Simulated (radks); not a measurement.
The numbers below are computed, except where a source is named.
All-electron atom: Ru I in [Kr] 4d7 5s1 (the NIST ground configuration). Level of theory: scalar-relativistic Kohn-Sham, LDA (Slater exchange, Perdew-Wang correlation), spin-polarised, spherical densities, finite nucleus; open shells are filled with parallel spins first (spin-orbit coupling, left out, can overturn this in heavy ions); Fermi nuclear charge, rms radius 4.4809 fm; hard spherical wall at 5 bohr (a radial shooting solver on a logarithmic mesh with Libxc functionals).

Normalised radial functions P(r) = r R(r), r in bohr:

r,4s up,4p up,4p down
0.001953,0.0708,0.0019,0.0019
0.002543,0.0884,0.0031,0.0031
0.003311,0.1094,0.0050,0.0050
0.004311,0.1339,0.0080,0.0080
0.005659,0.1623,0.0129,0.0130
0.007368,0.1913,0.0206,0.0207
0.009595,0.2190,0.0324,0.0326
0.01249,0.2404,0.0505,0.0508
0.0164,0.2480,0.0783,0.0787
0.02135,0.2307,0.1169,0.1174
0.0278,0.1775,0.1687,0.1694
0.0365,0.0754,0.2347,0.2357
0.04752,-0.0688,0.3031,0.3045
0.06188,-0.2356,0.3573,0.3589
0.08058,-0.3736,0.3657,0.3673
0.1058,-0.4038,0.2850,0.2861
0.1377,-0.2520,0.0926,0.0929
0.1793,0.0783,-0.1906,-0.1917
0.2335,0.4553,-0.4654,-0.4676
0.3065,0.6355,-0.5692,-0.5715
0.3991,0.4012,-0.3607,-0.3613
0.5197,-0.1981,0.1318,0.1342
0.6767,-0.8417,0.6939,0.6984
0.8882,-1.1510,1.0407,1.0437
1.157,-0.9891,1.0023,1.0019
1.506,-0.5932,0.7026,0.6997
1.977,-0.2423,0.3579,0.3550
2.574,-0.0686,0.1357,0.1344
3.352,-0.0122,0.0357,0.0356
4.364,-0.0012,0.0054,0.0055

4s up: eigenvalue -74.604 eV, 3 radial nodes at r = 0.0423, 0.170, 0.481 bohr, <r> = 1.02 bohr, 90 % of the charge inside 1.49 bohr. 4p up: eigenvalue -44.797 eV, 2 radial nodes at r = 0.151, 0.489 bohr, <r> = 1.13 bohr, 90 % of the charge inside 1.68 bohr. 4p down: eigenvalue -42.928 eV, 2 radial nodes at r = 0.151, 0.488 bohr, <r> = 1.13 bohr, 90 % of the charge inside 1.68 bohr.
